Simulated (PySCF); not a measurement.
**SMILES C=C[SiH2][SiH2]C(=C)C, C₅H₁₂Si₂**

Geometry:
| atom | x (Å) | y (Å) | z (Å) |
| --- | --- | --- | --- |
| C1 | 3.443 | 0.396 | 0.280 |
| C2 | 2.200 | 0.288 | 0.718 |
| Si3 | 1.183 | -1.297 | 0.711 |
| Si4 | -0.564 | -1.060 | -0.797 |
| C5 | -1.650 | 0.395 | -0.265 |
| C6 | -1.635 | 1.563 | -0.893 |
| C7 | -2.501 | 0.179 | 0.950 |
| H8 | 3.985 | -0.458 | -0.094 |
| H9 | 3.985 | 1.331 | 0.274 |
| H10 | 1.705 | 1.184 | 1.079 |
| H11 | 2.080 | -2.417 | 0.398 |
| H12 | 0.723 | -1.514 | 2.094 |
| H13 | -0.125 | -0.803 | -2.176 |
| H14 | -1.429 | -2.249 | -0.850 |
| H15 | -1.027 | 1.730 | -1.766 |
| H16 | -2.232 | 2.404 | -0.568 |
| H17 | -3.048 | 1.081 | 1.220 |
| H18 | -3.217 | -0.621 | 0.764 |
| H19 | -1.885 | -0.123 | 1.797 |

Method used: PySCF 2.14.0, GIAO PBE/pcSseg-1 magnetisability, rotational g tensor and spin-rotation constants, non-relativistic, gas phase. Geometry: GFN2-xTB.

(1) How diamagnetic is it, and how anisotropic?

(2) Split it along the inertial axes a, b, c into diamagnetic and paramagnetic parts about the centre of mass, with the quadrupole moment.

(3) And the rotational g tensor?

Answers

(1) Isotropic -1332 × 10⁻³⁰ J/T², or -80.2 × 10⁻⁶ cm³/mol; principal values -1474, -1313, -1208 × 10⁻³⁰ J/T², anisotropy 232 × 10⁻³⁰ J/T² (root of half the summed squared differences of the principal values). The susceptibility is in cgs units.

(2) 
| axis | χ (10⁻⁶ cm³/mol) | diamagnetic (10⁻⁶ cm³/mol) | paramagnetic (10⁻⁶ cm³/mol) | summed x² of all electrons (Å²) | quadrupole Θ (D Å) |
| --- | --- | --- | --- | --- | --- |
| a | -81.1 | -625.6 | 544.5 | 284.8 | +0.89 |
| b | -76.6 | -1454.5 | 1377.9 | 89.4 | +1.25 |
| c | -82.9 | -1587.5 | 1504.6 | 58.1 | -2.14 |

Anisotropies 2χaa − χbb − χcc = -2.7 and 2χbb − χaa − χcc = +10.8 × 10⁻⁶ cm³/mol. Θ is traceless in Buckingham's convention.

(3) 
| axis | rotational constant (GHz) | g | nuclear part | electronic part |
| --- | --- | --- | --- | --- |
| a | 2.5803 | -0.0332 | 0.6268 | -0.6601 |
| b | 0.9292 | -0.0140 | 0.5875 | -0.6015 |
| c | 0.8418 | -0.0094 | 0.5856 | -0.5950 |

Asymmetric top; isotopes 12C, 1H, 28Si; no vibrational averaging.
